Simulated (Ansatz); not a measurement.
Mulliken charges of CH5B2ClO (`BB(Cl)OC`) from ωB97M-V/def2-TZVPP in Ansatz (PBE0-D4/def2-TZVP geometry).

| atom | x (Å) | y (Å) | z (Å) | charge (e) |
| --- | --- | --- | --- | --- |
| B1 | -0.822 | 1.420 | 0.402 | -0.267 |
| B2 | -0.259 | -0.053 | 0.959 | 0.221 |
| Cl3 | -0.691 | -0.234 | 2.680 | -0.141 |
| O4 | 0.414 | -1.060 | 0.395 | -0.214 |
| C5 | 0.806 | -1.021 | -0.964 | -0.139 |
| H6 | -1.934 | 1.542 | -0.024 | 0.097 |
| H7 | -0.171 | 2.419 | 0.511 | 0.097 |
| H8 | 0.358 | -1.869 | -1.484 | 0.129 |
| H9 | 0.490 | -0.093 | -1.453 | 0.088 |
| H10 | 1.892 | -1.102 | -1.019 | 0.129 |

Question: By hand: the dipole of these point charges (1 e Å = 4.8032 D).

Answer: Σ q r = (0.188, 0.004, -0.627) e Å, of length 0.655 e Å = 3.15 D.

Question: How does the dipole of the full density compare? (An estimate is asked.)

Answer: Computed: (0.174, -0.008, -0.561) e Å, 2.82 D; the point charges give 1.12 times that, at 1° from its direction.

Point charges leave out the atoms' own dipoles, such as those of lone pairs, and Mulliken's split depends on the basis, so the close match here is no proof of good charges.
